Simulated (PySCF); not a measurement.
Molecule: sum formula Si2H4F, net charge 0, doublet state. It need not be the lowest isomer of its formula. SMILES: F[SiH][SiH3]
Geometry from a B3LYP-D3(BJ)/def2-TZVP (Ansatz) optimisation:
```
Si
H 1 1.4807
H 1 1.4829 2 109.39
H 1 1.4847 2 109.11 3 119.62
Si 1 2.3510 2 109.36 4 123.78
F 5 1.6182 1 110.39 2 -63.63
H 5 1.4910 6 106.49 1 123.83
```
Charge 0, spin multiplicity 2.

Dispersion corrections to the total energy (kcal/mol) from the dftd3 and dftd4 libraries through PySCF: D3(BJ) without and D4 with the three-body term, each with the damping fitted for the functional named.

```csv
functional,D3(BJ),D4
HSE06,-2.24,-2.35
TPSS,-3.92,-3.98
HF,-25.88,-10.06
B3LYP,-5.69,-4.84
revPBE,-7.25,___
PBE,___,-2.96
BLYP,___,-6.46
```

Q: What belongs in the gaps?

A: 
- revPBE, D4: -8.27
- PBE, D3(BJ): -3.01
- BLYP, D3(BJ): -6.84
